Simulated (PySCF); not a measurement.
**From computed data to an observable: oscillator strength and radiative lifetime**

Ge(NH2)(SiH3) (GeH5NSi), SMILES [NH2][Ge][SiH3] (connectivity only; charge and spin as stated), neutral, multiplicity 1.

The structure is a stationary point at PBE-D3(BJ)/def2-SVP. The values are those of a single conformer.

TDDFT-ωB97X/def2-SVPD (PySCF) puts the first singlet state with f over 0.02 at 5.30 eV (vertical), with the transition dipole (0.116, 0.868, 0.000) in atomic units.

Question: Find the oscillator strength, the wavelength and the radiative lifetime that this transition would have in vacuum if emission retraced absorption.

Answer: 
|μ|² = 0.7669 au, so |μ| = 2.23 D. ΔE = 5.30/27.211 = 0.1948 hartree. f = (2/3) ΔE |μ|² = 0.100 (the program prints 0.100).
λ = 1239.84/5.30 = 234 nm; ν = 42747 cm⁻¹.
Einstein's coefficient A = 0.6670 ν² f s⁻¹ (ν in cm⁻¹) = 1.2e8 s⁻¹, so τ = 1/A = 8.2 ns. This state is S2; the lower singlet has f = 0.005. The figure is the radiative limit of this one transition; relaxation, internal conversion, crossing to triplets and a medium change what is measured.
